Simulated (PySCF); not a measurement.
**Orbital energies and ionisation energy**

Species: C₂H₁₀N₂Si.
Cartesian coordinates in Å at the PBE0-D3(BJ)/def2-SVP level; atoms count from 1:
```xyz
15
C2H10N2Si angstrom
C     -1.2054   -1.1832   -0.8296
N     -0.4308   -0.2019   -0.1191
C     -1.2075    0.7001    0.6920
Si     1.2862   -0.3191    0.0821
N      1.9544    1.2702    0.1219
H     -1.9548   -0.7007   -1.4864
H     -0.5551   -1.8021   -1.4666
H     -1.7599   -1.8670   -0.1544
H     -1.7532    0.1828    1.5079
H     -0.5500    1.4582    1.1433
H     -1.9620    1.2337    0.0826
H      1.7176   -1.2150   -1.0404
H      1.7703   -0.9200    1.3718
H      1.8976    1.9004   -0.6692
H      2.7439    1.4796    0.7201
```

Level: PBE0/def2-SVPD (PySCF). Frontier orbitals with their largest atomic shares (Löwdin; up to four atoms above 4 %):

```csv
orbital,ε (eV),main atoms
HOMO−3,-9.71,"N2 26 %, C3 17 %, Si4 15 %, C1 9 %"
HOMO−2,-9.24,"Si4 34 %, H13 23 %, H12 17 %, N5 10 %"
HOMO−1,-7.44,"N5 63 %, Si4 12 %, H12 7 %, H15 6 %"
HOMO,-6.22,?
LUMO,0.55,"Si4 30 %, H15 14 %, N5 13 %, H14 13 %"
LUMO+1,0.90,"C1 22 %, Si4 13 %, H8 9 %, C3 9 %"
LUMO+2,1.59,"Si4 37 %, H13 16 %, H12 13 %, C3 6 %"
```

Task: What vertical ionisation energy does ΔSCF give, and how far is −ε(HOMO) from it?

Result: ΔSCF: 8.13 eV (785 kJ/mol; threshold wavelength 152 nm); ⟨S²⟩ of the doublet left behind is 0.756, against 0.75 for a pure doublet. −ε(HOMO) is 6.22 eV, 1.91 eV below it. In exact Kohn–Sham theory the two would be equal; PBE0 (global hybrid, 25 % exact exchange) falls short of its own ΔSCF value by 23 %.

Task: On which atoms does the HOMO lie?

Result: N2 (silicon-bound nitrogen) 53 %, C1 (N-methyl carbon) 9 %, C3 (N-methyl carbon) 9 %, Si4 (SiH2 silicon) 8 %. The HOMO−1 lies 1.22 eV lower.

Task: Shift the occupied levels rigidly so that −ε(HOMO) equals the ΔSCF value. What binding energies result?

Result: The shift is +1.91 eV: HOMO 8.13, HOMO−1 9.35, HOMO−2 11.15, HOMO−3 11.62 eV. A rigid shift is only a rough guide to the deeper ionisations.

Task: What total energies stand behind the ΔSCF value?

Result: E(N) = -480.69767 Eh and E(N − 1) = -480.39874 Eh at the same geometry, 0.29893 Eh apart.

One conformer (not necessarily the lowest) at the PBE0-D3(BJ)/def2-SVP geometry, without solvent, vibrations or thermal averaging.
